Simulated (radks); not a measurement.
Task: Te1.75+, configuration [Kr] 4d10 5s2 5p(up 1.25, down 1) (fractional occupations, a model configuration). Calculated with a radial shooting solver on a logarithmic mesh with Libxc functionals: scalar-relativistic Kohn-Sham, PBE, spin-polarised, spherical densities, point nucleus. Some entries of the table are withheld. Estimate them.

orbital  occ.  eigenvalue (hartree)  <r^2> (bohr^2)  r(max) (bohr)
1s up       1             -1162.979        0.001048        0.01794
1s down     1             -1162.979        0.001048        0.01794
2s up       1             -178.8666         0.01694         0.1013
2s down     1             -178.8665         0.01694         0.1013
2p up       3             -160.6266         0.01340        0.08123
2p down     3             -160.6263         0.01340        0.08123
3s up       1             -36.09004          0.1186         0.2926
3s down     1             -36.08978          0.1186         0.2926
3p up       3             -30.16146          0.1189         0.2863
3p down     3             -30.16117          0.1189         0.2863
3d up       5             -21.19980          0.1043         0.2379
3d down     5             -21.19953          0.1043         0.2379
4s up       1              -6.65608          0.6605         0.7010
4s down     1              -6.65545          0.6605         0.7010
4p up       3              -4.81901          0.7682         0.7380
4p down     3              -4.81834          0.7680         0.7380
4d up       5              -2.14320           1.102         0.8106
4d down     5              -2.14201           1.101         0.8106
5s up       1              -1.11804           4.456          1.761
5s down     1              -1.11056           4.452          1.758
5p up    1.25                   (1)           6.372          2.059
5p down     1                   (2)           6.390          2.057

Result: 
(1) 5p up eigenvalue (hartree): -0.74175
(2) 5p down eigenvalue (hartree): -0.73383
